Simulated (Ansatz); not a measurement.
Reaction (atomization): `[O][Si](F)(Cl)Cl`• → 2 Cl• + F• + O• + Si•

Isolated molecules relaxed with PBE0-D4/def2-TZVP in Ansatz; ΔE leaves out vibrations. CCSD(T)/CBS is the MP2 limit (def2-TZVPP, def2-QZVPP) plus CCSD(T) − MP2 in def2-TZVPP, frozen cores. This one scheme is used for every species, atoms too. Functionals use def2-TZVPP. Open shells (•) are unrestricted, without spin–orbit coupling. Spin–orbit coupling would lower the free atoms: a little for Cl, F, O, Si.

`[O][Si](F)(Cl)Cl`•:

```xyz
5

O    -0.532    1.021   -1.206
Si   -0.065    0.044    0.029
F    -0.890    0.272    1.350
Cl    1.856    0.516    0.395
Cl   -0.368   -1.853   -0.568
```

```
             level  ΔE (eV)
           PBE0-D4    18.61
           LC-ωPBE    18.55
RPA@PBE/def2-TZVPP    16.40
     CCSD/def2-SVP    16.24
```

**Question.** What does CCSD(T)/CBS give? (Best estimate.)

**Answer.** Computed: +18.73 eV. The listed levels differ from it by -0.12, -0.18, -2.33, -2.49 eV.

Largest T1 diagnostic among the species: 0.013.

From BLYP to BHLYP (50 % exact exchange), in def2-TZVPP and without D4, ΔE moves by −0.75 eV: exact exchange takes away binding that semilocal exchange gives to molecules. At CCSD(T), def2-SVP lies −2.24 eV from the extrapolated value and def2-TZVPP −0.77 eV: correlation converges slowly with the basis, and small sets miss more of it in the bonded molecule than in its fragments.

For atomizations the MP2-based limit and the directly extrapolated one differ by several kJ/mol either way, and by 10 to 25 for some Ge, Se and Sn compounds, so smaller differences from it don't rank the levels.
